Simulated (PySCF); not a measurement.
**Relaxation of singlet PbSe2**

All numbers come from PySCF, PBE0, basis Pb def2-TZVP with ECP60, Se def2-TZVP (scalar-relativistic core potentials, no spin–orbit coupling, density fitting). A (50,194) grid was used.

A hand-made bent start, of C2v symmetry, held to at least that symmetry:

```xyz
3
charge 0 multiplicity 1, angstrom
Pb    0.0000    0.0000   -0.6032
Se    1.9823    0.0000    0.7849
Se   -1.9823    0.0000    0.7849
```

Problem. What does it relax to?

Solution. It ends at D∞h with Pb–Se 2.373 Å (×2); Se–Pb–Se 180.0°. A frequency run shows a minimum. Other isomers or separated fragments may lie lower.

Problem. How much energy is released, and in how many steps?

Solution. 115.6 kJ/mol in 8 steps.

With an element this heavy the missing spin–orbit coupling can shift these numbers.

The relaxation took about 2.2 core-minutes on a shared host.
